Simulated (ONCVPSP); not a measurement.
## Transferability test, ONCV potential for phosphorus

phosphorus (P), optimised norm-conserving Vanderbilt (ONCV), made with ONCVPSP 4.0.1 (PBEsol, scalar-relativistic). Core [Ne], reference 3s1.5 3p3.5. Waves: 3s: rc 1.40 bohr, ncon 3, nbas 7, qcut 5 1/bohr, 2 projectors, debl 3.5 Ha; 3p: rc 2.00 bohr, ncon 3, nbas 6, qcut 4.6 1/bohr, 3 projectors, debl 3.6 Ha; d scattering state at 0.11 Ha: rc 1.75 bohr, ncon 3, nbas 6, qcut 6.4 1/bohr, 3 projectors, debl 2 Ha. Local part: polynomial inside 0.90 bohr (lpopt 4, dvloc0 1 Ha). Core correction: Teter function, fcfact 2.75, rcfact 1.15.

Energies are relative to the spin-unpolarised reference configuration 3s1.5 3p3.5; without spin polarisation the order of configurations can differ from experiment.

```
valence configuration  charge  ΔE all-electron (eV)  error AE − PS (meV)
              3s2 3p2      +1                 5.461                 -0.7
              3s2 3p0      +3                54.279                 +5.4
```

**Question.** What are ΔE and the potential's error for 3s2 3p3?

**Answer.** ΔE = -4.237 eV all-electron; the error (AE − PS) is +0.7 meV.

**Question.** What are ΔE and the potential's error for 3s2 3p1?

**Answer.** ΔE = 24.573 eV all-electron; the error (AE − PS) is -1.3 meV.

Levels in the configuration 3s2 3p2:

```json
{"level": "3s", "all-electron (eV)": "-23.228", "pseudo (eV)": "-23.229"}
{"level": "3p", "all-electron (eV)": "-14.181", "pseudo (eV)": "-14.182"}
```

Note: ghosts flagged at negative energy: d at -20584.0 eV; GHOST(+) flagged for s at 167.7 eV. A true bound ghost makes a file unfit for plane-wave use.
